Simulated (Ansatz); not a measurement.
A geometry relaxed with PBE0-D4/def2-SVP (Ansatz, a quantum-chemistry and plane-wave program), charge 0, multiplicity 1:

```xyz
25

H     -1.9205     3.1100     1.8828
H     -1.0017    -2.7666    -1.2807
H     -2.5245    -1.8651    -1.1671
O      1.4579     1.2600    -0.2601
C     -1.3835     2.5633     1.0902
H     -1.9406     2.7235     0.1531
H     -1.4516     0.1161    -2.3482
H     -0.3957     3.0320     0.9666
H      2.2548     0.7593    -2.1348
H      3.0996     0.0508    -0.7339
H     -0.7470     0.9343     2.3942
C      1.3480    -1.6869     1.9608
H      3.2503     1.7900    -1.0840
H      1.6435    -2.7251     2.1948
H     -2.2396     0.5911     1.5070
H      0.0459    -0.8052    -2.5526
H      2.2733    -1.0775     1.9530
C     -1.6099    -1.9903    -1.7690
C      2.5407     0.9435    -1.0783
C     -1.2574     1.0835     1.4295
H     -1.9215    -2.3745    -2.7542
O      0.6704    -1.6677     0.7433
C     -0.8375    -0.6840    -1.9056
Sn    -0.0858     0.0158    -0.0196
H      0.7324    -1.3305     2.8127
```

Q: Write the SMILES of this molecule.

A: `C[CH2][Sn]([CH2]C)([O]C)[O]C`
